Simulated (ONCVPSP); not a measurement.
oxygen (O): one change to an ONCV potential, before and after

* Element: O
* Generator: ONCVPSP 4.0.1
* Type: optimised norm-conserving Vanderbilt (ONCV)
* Functional: PBEsol
* Relativity: scalar-relativistic
* Frozen core: [He]
* Valence charge: 6
* Reference configuration: 2s1 2p5
* Partial waves: 2s: rc 0.95 bohr, ncon 5, nbas 8, qcut 5.9 1/bohr, local; 2p: rc 1.95 bohr, ncon 3, nbas 7, qcut 5.9 1/bohr, 2 projectors, debl 0.8 Ha; d scattering state at 0.37 Ha: rc 2.05 bohr, ncon 4, nbas 8, qcut 4.4 1/bohr, 2 projectors, debl 1.9 Ha
* Local potential: the s channel
* Core correction: Teter function, fcfact 2.5, rcfact 1.7

Change: s: qcut 8.4; p: qcut 8.4; d: qcut 6.3.

Cutoffs: the cutoffs (Ha) at which the residual kinetic energy of the hardest occupied pseudo-wave falls to 1 and 0.1 mHa per electron; they do not see the model core or the augmentation charge, which bear on the density cutoff. Errors are all-electron minus pseudo energies relative to the spin-unpolarised reference configuration.

How do hardness, ghosts and transferability respond?

The potential gets softer (144 Ha and 179 Ha → 42 Ha and 152 Ha); of the 4 tests that both files solve, the error grows in 0 and shrinks in 4 by more than 15 % and 0.3 meV (median size 1039.5 → 551.7 meV); the range in which the d phases agree widens (upper end 3.8 → at the end of the scan); neither file shows a bound ghost.

```csv
quantity,base,changed
"cutoff, loose",144 Ha,42 Ha
"cutoff, tight",179 Ha,152 Ha
loose cutoff by channel,"s 144 Ha, p 14 Ha","s 42 Ha, p 21 Ha"
bound ghosts,none,none
GHOST(+) flags under 300 eV,none,none
"error for 2s2 2p4, meV [ΔE -14.85 eV]",-42,-1.9
"error for 2s2 2p3, meV [ΔE 1.51 eV]",+362,+203
"error for 2s2 2p2, meV [ΔE 34.98 eV]",+1717,+901
"error for 2s2 2p0, meV [ΔE 165.33 eV]",+11048,+6041
s: phases at 0.96 bohr within 0.05 rad from the reference energy up to (Ha; the scan ends near 5),to the end of the scan,to the end of the scan
p: phases at 1.98 bohr within 0.05 rad from the reference energy up to (Ha; the scan ends near 5),4.9,to the end of the scan
d: phases at 2.08 bohr within 0.05 rad from the reference energy up to (Ha; the scan ends near 5),3.8,to the end of the scan
"rms error of d²Exc/dni dnj with the model core, mHa",2.18,1.97
```
